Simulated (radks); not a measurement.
Results of a calculation; reference values are marked as such.
Eu XLIII, configuration [Ar] 3d3. Level of theory: Dirac Kohn-Sham, relativistic LDA (MacDonald-Vosko exchange, VWN5 correlation), spin-unpolarised, spherical densities, finite nucleus; open shells fill j = l - 1/2 first; Fermi nuclear charge, rms radius 5.1115 fm (a radial shooting solver on a logarithmic mesh with Libxc functionals).

Normalised radial functions P(r) = r R(r) (large component), r in bohr:

r,2p3/2,3p1/2
0.002131,0.0283,0.0416
0.002958,0.0523,0.0637
0.004107,0.0956,0.0991
0.005656,0.1698,0.1543
0.007851,0.3005,0.2433
0.0109,0.5181,0.3805
0.01513,0.8619,0.5809
0.021,1.3649,0.8481
0.02916,2.0205,1.1487
0.04047,2.7271,1.3740
0.05618,3.2449,1.3154
0.07799,3.2523,0.7253
0.1083,2.5808,-0.4503
0.1491,1.5167,-1.7338
0.207,0.5741,-2.3387
0.2873,0.1206,-1.7893
0.3989,0.0113,-0.7565
0.5537,0.0003,-0.1513
0.7686,0.0000,-0.0111

2p3/2: eigenvalue -9188.2 eV, 0 radial nodes, <r> = 0.0853 bohr, 90 % of the charge inside 0.138 bohr. 3p1/2: eigenvalue -3610.0 eV, 1 radial node at r = 0.0968 bohr, <r> = 0.223 bohr, 90 % of the charge inside 0.332 bohr.
